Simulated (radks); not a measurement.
Task: The holmium ion Ho66+, 1s1. Method: non-relativistic Kohn-Sham, LDA (Slater exchange, Perdew-Wang correlation), spin-polarised, spherical densities, point nucleus; computed with a radial shooting solver on a logarithmic mesh with Libxc functionals. Every spin shell is full or empty, so the densities are truly spherical. Functionals are evaluated on that one density, not self-consistently. Rank these exchange functionals by their error against the exact value of the orbitals, and give that value: LDA, PBE, PBEsol, revPBE, PW91, PW86, AM05, SOGGA, G96, TPSS, SCAN, r2SCAN, Tao-Mo, MVS.

Result: Exact: -20.9201 hartree. From best to worst, with 100 (|E| - |E exact|)/|E exact| (equal figures are ties): r2SCAN 0.00, SCAN 0.00, TPSS 0.00, MVS 0.00, Tao-Mo 0.00, PW86 -0.36, G96 -0.41, revPBE -0.63, PW91 -1.80, PBE -2.09, PBEsol -6.33, SOGGA -6.56, AM05 -11.02, LDA -14.23.
